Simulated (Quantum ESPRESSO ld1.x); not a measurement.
Results of a calculation; reference values are marked as such.
Hg I, configuration [Xe] 4f14 5d10 7s2 (not the ground configuration). Code: ld1.x of Quantum ESPRESSO 7.5. Model: non-relativistic Kohn-Sham, LDA (Slater exchange, VWN5 correlation), spin-polarised, spherical densities, point nucleus; relativity is left out, which matters for an element this heavy.

Unscreened Slater integrals over Kohn-Sham orbitals (eV). They are taken over the spin-up orbitals. Empty in this configuration: 6s.

integral      value
F0(7s,7s)    3.4688
F0(7s,5d)    4.5507
G2(7s,5d)   0.17939
F0(7s,5p)    4.6017
G1(7s,5p)  0.087214
F0(7s,5s)    4.6134
G0(7s,5s)  0.057175
F0(7s,6s)    4.3356
G0(7s,6s)   0.22137
F0(5d,5d)    17.269
F2(5d,5d)    8.9185
F4(5d,5d)    5.9027
F0(5d,5p)    19.395
F2(5d,5p)    9.7741
G1(5d,5p)    12.081
G3(5d,5p)    7.4710
F0(5d,5s)    19.916
G2(5d,5s)    8.8152
F0(5d,6s)    10.922
G2(5d,6s)    1.8573
F0(5p,5p)    22.601
F2(5p,5p)    12.169
F0(5p,5s)    23.468
G1(5p,5s)    16.218
F0(5p,6s)    11.314
G1(5p,6s)   0.70280
F0(5s,5s)    24.462
F0(5s,6s)    11.401
G0(5s,6s)   0.45536
F0(6s,6s)    9.0471
